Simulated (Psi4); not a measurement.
Psi4 input (wB97X-D/6-31G*):

```
memory 1500 MB

molecule {
-1 1
C    -0.74598462    0.07954784    0.23255547
F     0.73298763   -0.10811036   -0.07052530
H    -0.92133566    1.08748682   -0.22113066
H    -1.19964527   -0.59178060   -0.53947446
symmetry c1
no_reorient
no_com
}

set {
  basis 6-31G*
  reference rks
  scf_type pk
  dft_radial_points 99
  dft_spherical_points 590
  e_convergence 1e-8
  d_convergence 1e-7
  maxiter 150
}

e = energy('wb97x-d')
print_out(f'\nFINAL {e:.10f} DIPOLE {variable("CURRENT DIPOLE")[0]:.6f} {variable("CURRENT DIPOLE")[1]:.6f} {variable("CURRENT DIPOLE")[2]:.6f}\n')
```

From the last part of the output:

```
      13A      0.911862    14A      0.933228    15A      0.969367
      16A      1.208020    17A      1.226838    18A      1.286211
      19A      1.515867    20A      1.609692    21A      1.638908
      22A      1.933403    23A      1.938419    24A      2.024640
      25A      2.206753    26A      2.246038    27A      2.292251
      28A      2.372861    29A      2.655305    30A      2.680866
      31A      2.687625    32A      3.308336    33A      4.283393
      34A      4.597846

    Final Occupation by Irrep:
              A
    DOCC [     9 ]
    NA   [     9 ]
    NB   [     9 ]

  @RKS Final Energy:  -138.98680768501166

   => Energetics <=

    Nuclear Repulsion Energy =             29.4168855431250975
    One-Electron Energy =                -255.7750780328422024
    Two-Electron Energy =                  99.0800989470167082
    DFT Exchange-Correlation Energy =     -11.7085095491255977
    Empirical Dispersion Energy =          -0.0002045931856545
    VV10 Nonlocal Energy =                  0.0000000000000000
    Total Energy =                       -138.9868076850116552

Computation Completed

Properties will be evaluated at   0.000000,   0.000000,   0.000000 [a0]

Properties computed using the SCF density matrix

 Multipole Moments:

 ------------------------------------------------------------------------------------
     Multipole            Electronic (a.u.)      Nuclear  (a.u.)        Total (a.u.)
 ------------------------------------------------------------------------------------

 L = 1.  Multiply by 2.5417464519 to convert [e a0] to [Debye]
 Dipole X            :          0.5706483            0.0000000            0.5706484
 Dipole Y            :          0.0307311            0.0000000            0.0307311
 Dipole Z            :         -0.6609919            0.0000000           -0.6609919
 Magnitude           :                                                    0.8737816

 ------------------------------------------------------------------------------------

FINAL -138.9868076850 DIPOLE 0.570648 0.030731 -0.660992

*** Psi4 exiting successfully. Buy a developer a beer!
```

The dipole moment of an ion depends on the origin.
